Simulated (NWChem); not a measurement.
Molecule: CBF₅; SMILES FB(F)C(F)(F)F

```xyz
7

B      0.0089    -0.9717     0.0055
C      0.0086     0.6402     0.0025
F     -0.5136     1.0983    -1.1432
F      1.2343     1.1482     0.1239
F     -0.7344     1.1160     1.0084
F      1.1326    -1.6366     0.0032
F     -1.1295    -1.6129     0.0029
```
Atoms are numbered in this order, from 1.

Program: NWChem. Pople sets run with spherical d functions. Medium grid unless said otherwise, to which SCAN and Minnesota functionals are sensitive. All runs use the structure optimised with PBE0/def2-SVP. Hybrids' shares of exact exchange are those that their runs print; pure functionals count as 0. The functionals differ in more than this share.

```csv
row,share of exact exchange,highest occupied level (eV)
PBE/6-31G*,0.00,-8.07
revPBE/6-31G*,0.00,-8.00
TPSSh/6-31G*,0.10,-9.07
B3LYP/6-31G*,0.20,-9.76
M06/6-31G*,0.27,-10.32
BHandHLYP/6-31G*,0.50,-12.01
M05-2X/6-31G*,0.56,-12.03
Hartree-Fock/6-31G*,1.00,withheld
```

### Question
Fit a straight line of the last column on the one before it, predict the withheld value, and compare with the run.

### Answer

1. Means of the 7 shown rows: x = 0.233, y = -9.894. Slope Σ(x − x̄)(y − ȳ)/Σ(x − x̄)² = -2.260/0.3069 = -7.361; intercept -8.180.
2. The shown rows scatter about the line by 0.169 (root mean square); the largest residual is +0.27, at M05-2X/6-31G*.
3. At x = 1.00 (Hartree-Fock/6-31G*; beyond the shown range) the line gives -15.54.
4. The run gives -15.03, +0.51 from the line, 3.0 times the scatter.
